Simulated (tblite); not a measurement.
Compound: C₄H₄N₂OSi.
SMILES with atom numbers: `[N:1]#[C:2][C:3]1=[N:4][Si@H:5]([CH:6]=[O:7])[CH2:8]1` (hydrogens: H9 on Si5; H10 on C6; H11, H12 on C8)

Structure used (GFN2-xTB), in Å, numbered top down from 1:
```xyz
12
C4H4N2OSi angstrom
N     -3.450   -0.287   -1.553
C     -2.408   -0.041   -1.141
C     -1.150    0.234   -0.564
N     -0.160    0.799   -1.164
Si     0.919    0.678    0.258
C      2.320   -0.597   -0.015
O      3.468   -0.370    0.256
C     -0.759   -0.093    0.846
H      1.351    1.935    0.838
H      2.041   -1.580   -0.451
H     -1.332    0.472    1.577
H     -0.838   -1.151    1.088
```

Computed with GFN2-xTB (tblite): harmonic, unscaled wavenumbers at the GFN2-xTB geometry, gas phase. Errors from tens to a few hundred cm⁻¹ against measured bands are possible. Modes of hydrogen on silicon can be 10 to 20 % off. One conformer, not necessarily the lowest.

Harmonic wavenumbers (cm⁻¹): 45.2, 63.9, 134.3, 155.5, 170.6, 282.6, 323.1, 464.4, 509.7, 534.6, 540.4, 605.6, 650.9, 673.5, 745.7, 766.2, 796.4, 912.3, 1005.1, 1094.9, 1230.5, 1346.7, 1412.6, 1576.5, 1750.8, 2358.5, 2389.1, 2702.9, 3000.6, 3014.0.

A = 6210, B = 818.5, C = 804.8 MHz; mass 124.009 u (most abundant isotopes); point group C1, symmetry number 1.

Q: Zero-point energy?

A: Half the sum of the wavenumbers: 15629 cm⁻¹ = 186.96 kJ/mol.

Q: Entropy at 298.15 K, 1 bar (ideal gas, RRHO, classical rotation)?

A: Translation 168.97, rotation 120.31, vibration 103.92: S = 393.2 J/(mol K).

Q: And Cp and H(298.15 K) − H(0)?

A: Cp = 135.58 J/(mol K), of which vibrations give 102.32 (their classical limit is 30 R = 249.4); H(298.15 K) − H(0) = 25.91 kJ/mol without the zero-point energy, 15.99 from vibrations.

Q: Which modes carry the vibrational entropy at 298.15 K?

A: 45.2 cm⁻¹: 20.99; 63.9 cm⁻¹: 18.13; 134.3 cm⁻¹: 12.06; 155.5 cm⁻¹: 10.89; 170.6 cm⁻¹: 10.16; 282.6 cm⁻¹: 6.35 J/(mol K); the other 24 give 25.33 together.

Q: What must be added to the electronic energy to get the Gibbs energy at 298.15 K and 1 bar?

A: ZPE + [H(298.15 K) − H(0)] − T·S = 186.96 + 25.91 − 117.23 = 95.64 kJ/mol.

Q: How do the functions run with temperature in this model?

A: 
| T (K) | S (J/(mol K)) | Cp (J/(mol K)) | H − H(0) (kJ/mol) | G − H(0) (kJ/mol) | ln q(vib) |
| --- | --- | --- | --- | --- | --- |
| 150 | 317.7 | 88.1 | 9.21 | -38.44 | 2.77 |
| 250 | 370.6 | 121.4 | 19.72 | -72.93 | 5.00 |
| 400 | 436.7 | 160.5 | 41.04 | -133.63 | 8.21 |
| 600 | 508.7 | 194.5 | 76.80 | -228.43 | 12.20 |
| 900 | 594.0 | 225.3 | 140.20 | -394.38 | 17.49 |

q(vib) and H(0) count from the zero-point level.

Q: Blend soft modes into free rotors: weight 1/[1 + (100 cm⁻¹/ν̃)⁴] for the oscillator and the rest for a rotor with moment μB/(μ + B), μ = h/(8π²ν), B = 10⁻⁴⁴ kg m². What vibrational entropy results?

A: 94.28 J/(mol K) in place of 103.92, which changes −T·S at 298.15 K by +2.88 kJ/mol.

Hindered rotation and anharmonicity are outside this model. Other conformers, if any are populated, would add a mixing term that is left out. The structure is chiral; the term R ln 2 for an equal mix with its mirror image is left out.

Hardware: Intel Xeon 6975P-C, one thread (shared host). Cost: 0.29 s. The figure is for the frequency step alone.
